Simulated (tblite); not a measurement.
Species: C4H11NOSi.
Atom-mapped SMILES: `[CH2:1]=[C:2]([CH3:3])[O:4][SiH2:5][NH:6][CH3:7]` (hydrogens: H8, H9 on C1; H10, H11, H12 on C3; H13, H14 on Si5; H15 on N6; H16, H17, H18 on C7)

Cartesian coordinates in Å at the GFN2-xTB level; atoms count from 1:
```
atom  x, y, z in Å
C1    -2.1895    1.4657   -0.0088
C2    -1.8269    0.2018    0.1506
C3    -2.7959   -0.9289    0.3420
O4    -0.5471   -0.2213    0.1625
Si5    0.8557    0.5729   -0.0449
N6     1.9581   -0.6873    0.2973
C7     3.3794   -0.5102    0.1723
H8    -3.2245    1.7505   -0.0075
H9    -1.4610    2.2441   -0.1398
H10   -3.8177   -0.5648    0.3674
H11   -2.5723   -1.4469    1.2733
H12   -2.6885   -1.6460   -0.4706
H13    1.0668    1.6293    0.9474
H14    0.9088    1.1434   -1.4009
H15    1.6705   -1.6367    0.1134
H16    3.9092   -1.1950    0.8378
H17    3.7386   -0.6749   -0.8504
H18    3.6274    0.5105    0.4531
```

Calculated harmonic vibrations of the isolated species, GFN2-xTB (tblite), most abundant isotopes, no scaling. This tight-binding method is rough: wavenumbers can miss measured ones by several per cent, in bad cases by 10 to 20. Modes of hydrogen on silicon can be 10 to 20 % off. One conformer, not necessarily the lowest.

Harmonic wavenumbers (cm⁻¹): 57.5, 67.1, 92.9, 108.0, 115.3, 147.9, 214.4, 275.9, 373.9, 473.1, 482.2, 484.6, 564.6, 614.2, 713.5, 747.9, 776.3, 830.0, 835.4, 847.6, 933.1, 1001.6, 1036.5, 1064.1, 1065.9, 1114.6, 1174.2, 1272.1, 1361.8, 1385.4, 1403.4, 1426.1, 1461.9, 1476.2, 1496.3, 1507.0, 1721.6, 2159.0, 2242.4, 2897.7, 2969.4, 3010.2, 3024.5, 3035.0, 3063.8, 3132.8, 3166.1, 3448.7.

A = 6091, B = 998.1, C = 876.7 MHz; mass 117.061 u (most abundant isotopes); point group C1, symmetry number 1.

**Question.** Zero-point energy?

**Answer.** Half the sum of the wavenumbers: 31437 cm⁻¹ = 89.88 kcal/mol.

**Question.** What is S at 273.15 K and 1 bar for an ideal gas of classical rigid rotors and harmonic oscillators?

**Answer.** Translation 39.78, rotation 28.23, vibration 28.75: S = 96.8 cal/(mol K).

**Question.** And Cp and H(273.15 K) − H(0)?

**Answer.** Cp = 35.62 cal/(mol K), of which vibrations give 27.67 (their classical limit is 48 R = 95.4); H(273.15 K) − H(0) = 6.21 kcal/mol without the zero-point energy, 4.04 from vibrations.

**Question.** Blend soft modes into free rotors: weight 1/[1 + (100 cm⁻¹/ν̃)⁴] for the oscillator and the rest for a rotor with moment μB/(μ + B), μ = h/(8π²ν), B = 10⁻⁴⁴ kg m². What vibrational entropy results?

**Answer.** 26.38 cal/(mol K) in place of 28.75, which changes −T·S at 273.15 K by +0.65 kcal/mol.

**Question.** What must be added to the electronic energy to get the Gibbs energy at 273.15 K and 1 bar?

**Answer.** ZPE + [H(273.15 K) − H(0)] − T·S = 89.88 + 6.21 − 26.43 = 69.66 kcal/mol.

**Question.** How do the functions run with temperature in this model?

**Answer.** 
```json
{"T (K)": "50", "S (cal/(mol K))": "58.1", "Cp (cal/(mol K))": "14.7", "H − H(0) (kcal/mol)": "0.52", "G − H(0) (kcal/mol)": "-2.38", "ln q(vib)": "0.54"}
{"T (K)": "100", "S (cal/(mol K))": "70.1", "Cp (cal/(mol K))": "20.2", "H − H(0) (kcal/mol)": "1.41", "G − H(0) (kcal/mol)": "-5.61", "ln q(vib)": "2.01"}
{"T (K)": "298.15", "S (cal/(mol K))": "100.0", "Cp (cal/(mol K))": "37.9", "H − H(0) (kcal/mol)": "7.13", "G − H(0) (kcal/mol)": "-22.67", "ln q(vib)": "7.70"}
{"T (K)": "373.15", "S (cal/(mol K))": "109.2", "Cp (cal/(mol K))": "44.6", "H − H(0) (kcal/mol)": "10.23", "G − H(0) (kcal/mol)": "-30.52", "ln q(vib)": "9.69"}
{"T (K)": "500", "S (cal/(mol K))": "123.7", "Cp (cal/(mol K))": "54.4", "H − H(0) (kcal/mol)": "16.53", "G − H(0) (kcal/mol)": "-45.31", "ln q(vib)": "12.96"}
{"T (K)": "750", "S (cal/(mol K))": "148.5", "Cp (cal/(mol K))": "68.3", "H − H(0) (kcal/mol)": "31.98", "G − H(0) (kcal/mol)": "-79.43", "ln q(vib)": "19.03"}
{"T (K)": "1000", "S (cal/(mol K))": "169.5", "Cp (cal/(mol K))": "77.5", "H − H(0) (kcal/mol)": "50.28", "G − H(0) (kcal/mol)": "-119.26", "ln q(vib)": "24.60"}
```

q(vib) and H(0) count from the zero-point level.

Hindered rotation and anharmonicity are outside this model. Other conformers, if any are populated, would add a mixing term that is left out. The structure is chiral; the term R ln 2 for an equal mix with its mirror image is left out.
